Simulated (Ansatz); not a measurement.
Calculated with Ansatz (gas phase, PBE0-D4/def2-TZVP geometries, no zero-point term in ΔE). CCSD(T)/CBS is the MP2 limit (def2-TZVPP, def2-QZVPP) plus CCSD(T) − MP2 in def2-TZVPP, frozen cores. Functionals use def2-TZVPP. HSE06 is defined as in plane-wave codes. For Mg outer-core shells are correlated without core-valence functions, which leaves a few kJ/mol of doubt a bond. One conformer a species, not always the lowest.

Reaction (cleavage of the Si–B bond): `CSB[SiH3]` + `[OH][Mg][SH]` → `[SiH3][O][Mg][SH]` + `BSC`

| level | ΔE (kcal/mol) | difference from CCSD(T)/CBS |
| --- | --- | --- |
| B97M-V | -30.6 | 0.7 |
| r2SCAN0-D4 | -30.5 | 0.8 |
| ωB97X-V | -30.5 | 0.8 |
| ωB97M-V | -31.1 | 0.2 |
| PBE-QIDH | -30.6 | 0.7 |
| PBE0 | -27.9 | 3.4 |
| r2SCANh | -30.2 | 1.1 |
| HSE06 | -27.9 | 3.4 |
| RPA@PBE/def2-TZVPP | -32.0 | -0.7 |
| MP2/def2-SVP | -31.2 | 0.1 |
| CCSD(T)/def2-SVP | -30.0 | 1.3 |
| HF/def2-TZVPP | -38.0 | -6.7 |
| HF/def2-QZVPP | -38.6 | -7.3 |
| MP2/def2-QZVPP | -32.7 | -1.4 |
| SCS-MP2/def2-QZVPP | -33.9 | -2.6 |
| HF/CBS(def2) | -38.7 | -7.4 |
| CCSD(T)/CBS | -31.3 | 0 |

Largest T1 diagnostic among the species: 0.015.

From PBE to PBE0 (25 % exact exchange), in def2-TZVPP and without D4, ΔE moves by −2.1 kcal/mol. At CCSD(T), def2-SVP lies +1.3 kcal/mol from the extrapolated value and def2-TZVPP +0.1 kcal/mol. Leaving LDA and LC-ωPBE aside and taking each functional with its dispersion term where it has one, the values, not all of them listed here, spread over 8.0 kcal/mol, from BHLYP-D4 to PBE-D4.
